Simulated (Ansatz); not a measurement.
Geometry optimisation, RKS PBE/def2-SVP (Ansatz).

Input file:

```yaml
crystal:
  periodic: [false, false, false]
  atoms:
    - { symbol: W, position_ang: [0.367594, 0.308716, -0.056663] }
    - { symbol: Cl, position_ang: [-0.305273, -0.273013, 3.439428] }
    - { symbol: O, position_ang: [2.071694, -0.099256, -0.82069] }
    - { symbol: H, position_ang: [2.209536, -0.775704, -1.507231] }
    - { symbol: O, position_ang: [0.0605, 1.945876, -0.960123] }
    - { symbol: H, position_ang: [-0.62113, 2.146318, -1.626738] }
    - { symbol: F, position_ang: [-1.366333, 0.48547, 0.659083] }
    - { symbol: F, position_ang: [0.287879, -1.428159, 0.666879] }
    - { symbol: F, position_ang: [-0.315277, -0.504883, -1.63123] }
    - { symbol: O, position_ang: [1.3916, 1.189989, 1.304985] }
    - { symbol: H, position_ang: [2.36575, 1.222814, 1.358298] }
    - { symbol: H, position_ang: [0.300059, 0.893432, 3.201302] }
basis:
  gaussian: { orbitals: def2-SVP }
hamiltonian:
  xc: pbe
relax:
  f_tol: 0.03
  max_steps: 50
```

Launched with:

```bash
$ ansatz run input.yaml --threads 4 --pin off --max-ram 5120MiB --backend cpu --events-out ev --progress --plain --runs-dir out
```

Problem. Where does it end, and by what steps?

Solution. It did not converge within its limit. After 49 steps the energy has fallen by 0.646 eV; H12 moved furthest, 1.50 Å.

```tsv
step	energy less start (eV)	largest force component (eV/Å)	accepted
0	0.0000	0.900	yes
2	-0.1331	1.095	yes
4	-0.1927	0.537	yes
6	-0.2285	0.629	yes
8	-0.2569	0.259	yes
10	-0.2834	0.146	yes
12	-0.2927	0.076	yes
14	-0.3069	0.633	yes
16	-0.3297	0.534	yes
18	-0.3482	0.566	no
20	-0.3629	0.275	yes
22	-0.3765	0.400	yes
24	-0.3850	0.197	yes
26	-0.4028	0.303	yes
28	-0.4186	0.048	yes
30	-0.4234	0.102	yes
32	-0.4264	0.494	no
34	-0.4328	0.105	yes
36	-0.4371	0.549	yes
38	-0.4486	0.100	yes
40	-0.4706	0.558	yes
42	-0.5223	0.362	yes
44	-0.5892	0.355	yes
46	-0.6358	0.173	yes
48	-0.6437	0.085	yes
49	-0.6462	0.126	yes
```

```xyz
12
Properties=species:S:1:pos:R:3
W 0.363 0.461 -0.241
Cl 0.916 0.113 3.859
O 2.048 -0.210 -0.767
H 2.221 -0.911 -1.426
O 0.366 1.802 -1.569
H -0.400 2.375 -1.770
F -1.449 0.960 0.036
F 0.050 -0.842 1.180
F -0.346 -0.929 -1.325
O 1.072 1.509 1.124
H 1.188 1.341 2.102
H 0.417 -0.557 2.824
```

Time of the run: 2.1 min on 4 threads of Arm Neoverse V2 (shared host), peak memory 0.24 GiB.
